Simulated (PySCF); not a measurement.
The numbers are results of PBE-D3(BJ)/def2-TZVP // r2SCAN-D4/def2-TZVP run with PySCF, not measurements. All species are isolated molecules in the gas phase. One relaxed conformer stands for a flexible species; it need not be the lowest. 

Reference species (SMILES): `[OH][Sn]([OH])([OH])[Cl]` (neutral, multiplicity 1).

* **S1 oscillator strength**: 0.004
* **HOMO**: -7.58 eV
* **LUMO**: -3.05 eV

After one change: the S1 oscillator strength rises by 0.012; the HOMO rises by 0.20 eV; the LUMO increases by 0.37 eV.

What was changed between the two runs? The new species is one of these.
A) `[Cl][Sn]([Cl])([Cl])[Cl]`
B) `[OH][Sn]([OH])([OH])[OH]`
C) `[OH][Sn]([Cl])([Cl])[Cl]`

B, `[OH][Sn]([OH])([OH])[OH]`
